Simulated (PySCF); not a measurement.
## Exercise with solution: entropy of an ideal gas

Zr(OH)3 (H3O3Zr), SMILES [OH][Zr+]([OH])[OH], charge +1, multiplicity 1.

Coordinates come from a PBE-D3(BJ)/def2-SVP optimisation. The spin state was assumed, not searched. The isomer is the one that the SMILES or the coordinates give; other isomers of the formula were not compared. The def2 effective core potentials stand for the cores of Zr; spin–orbit coupling is left out. One conformer was computed; it need not be the lowest.

PBE-D3(BJ)/def2-SVP (PySCF 2.14.0) gives the harmonic wavenumbers 131, 185, 185, 276, 389, 389, 499, 499, 556, 780, 780, 780, 3763, 3763, 3776 cm⁻¹ and the rotational temperatures 0.2418, 0.2418, 0.1393 K. The molar mass is 142.25 g/mol, the symmetry number 3, the spin multiplicity 1.

Q: Work out the entropy at 298.15 K and 1 atm in the rigid-rotor, harmonic-oscillator model.

A: 
Translation (Sackur–Tetrode at 1 atm): S = R[1.5 ln M + 2.5 ln T − 1.16487] = 170.6 J/(mol K).
Rotation: q = (√π/σ) T^1.5/√(θA θB θC) = 33700, S = R[ln q + 3/2] = 99.2 J/(mol K).
Vibration: with u = 1.4388 ν/T, each mode gives R[u/(e^u − 1) − ln(1 − e^−u)]:
```csv
ν (cm⁻¹),modes,u,S (J/(mol K))
131,1,0.63,12.26
185,2,0.89,19.06
276,1,1.33,6.52
389,2,1.88,8.40
499,2,2.41,5.53
556,1,2.68,2.23
780,3,3.76,2.81
```
The stiffer modes add less than 0.005 each. Sum 56.8 J/(mol K).
Spin: R ln 1 = 0.0 J/(mol K).
Total 326.5 J/(mol K); the program's own thermochemistry gives 326.5. Translation makes up 52 % and vibration 17 %. Anharmonicity, hindered rotation and orbital degeneracy are left out.
